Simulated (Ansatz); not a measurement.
A nudged elastic band was laid between two geometries of AlH11OSi4 (17 atoms, charge 0, multiplicity 1).

Computed with RKS PBE-D4/6-31G* (Ansatz).

```yaml
movable_images: 5
climbing_image: yes
spring: 5.0 eV/Å²
optimiser: quadratic models (default)
start_path: through a guess of the saddle point
force_threshold: 0.05 eV/Å
iteration_limit: 60
end_points: relaxed
```

Image 0:

```xyz
17
Properties=species:S:1:pos:R:3
O -0.625 -2.955 -0.322
Al 0.140 -1.407 -0.534
Si 2.436 -1.215 0.308
Si -0.866 0.426 -1.855
Si -0.590 2.155 -0.286
Si -1.107 0.931 1.650
H -1.520 -3.096 -0.680
H 3.468 -1.548 -0.737
H 2.706 -2.093 1.499
H 2.708 0.204 0.738
H -0.203 0.747 -3.167
H -2.344 0.283 -2.114
H -1.450 3.381 -0.411
H 0.850 2.577 -0.198
H -0.593 1.406 2.976
H -2.576 0.638 1.756
H -0.453 -0.435 1.418
```

Image 6:

```xyz
17
Properties=species:S:1:pos:R:3
O -1.005 -2.808 -0.415
Al 0.002 -1.393 -0.543
Si 2.308 -1.289 0.325
Si -0.884 0.439 -1.923
Si -0.528 2.191 -0.395
Si -1.110 1.054 1.576
H -0.713 -3.549 0.146
H 2.636 0.122 0.746
H 3.342 -1.685 -0.696
H 2.534 -2.161 1.534
H -0.177 0.695 -3.227
H -2.361 0.360 -2.199
H -1.318 3.460 -0.551
H 0.931 2.538 -0.307
H -0.552 1.531 2.884
H -2.590 0.847 1.707
H -0.534 -0.353 1.379
```

What changes between the two ends?

No bond is made or broken. The dihedral H7–O1–Al2–Si4 goes from -5 to -178°.

Give the energies along the band, and the barrier.

The run converged. The highest image is number 3 of 0 to 6, 0.208 eV above the first end and 0.210 eV above the last; the last end lies 0.002 eV below the first. The dihedral H7–O1–Al2–Si4 jumps by 90° between images 2 and 3, so the path isn't resolved there. A vibrational analysis at the climbing image gives one clearly imaginary mode, 389i cm⁻¹, and a faint second one (35i cm⁻¹) that may be numerical noise or a soft torsion: probably a first-order saddle point. Another band between the same ends, with other settings, climbed to 0.144 eV only, so this may not be the lowest route.

| image | path coordinate (Å) | energy (eV) | dihedral H7–O1–Al2–Si4 (°) |
| --- | --- | --- | --- |
| 0 | 0.00 | 0.000 | -5 |
| 1 | 1.66 | 0.016 | -5 |
| 2 | 3.32 | 0.042 | 2 |
| 3 | 4.98 | 0.208 | -89 |
| 4 | 6.16 | 0.045 | -175 |
| 5 | 7.33 | 0.006 | -179 |
| 6 | 8.51 | -0.002 | -178 |

What is the geometry of the highest image?


```xyz
17
Properties=species:S:1:pos:R:3
O -0.699 -2.890 -0.156
Al 0.255 -1.515 -0.593
Si 2.653 -1.498 -0.022
Si -0.745 0.344 -1.853
Si -0.590 2.103 -0.297
Si -1.522 1.264 1.687
H -1.240 -3.031 0.637
H 3.280 -0.152 -0.273
H 3.418 -2.497 -0.851
H 2.905 -1.845 1.421
H 0.012 0.717 -3.101
H -2.193 0.161 -2.222
H -1.252 3.390 -0.707
H 0.861 2.394 -0.022
H -1.377 2.157 2.885
H -2.975 0.927 1.510
H -0.810 -0.032 1.998
```

The band took 31 iterations and roughly 14 core-minutes.

Time of the run: 7.1 min on 2 threads of Intel(R) Xeon(R) Platinum 8488C (Sapphire Rapids), with other jobs on the host, peak memory 0.23 GiB.
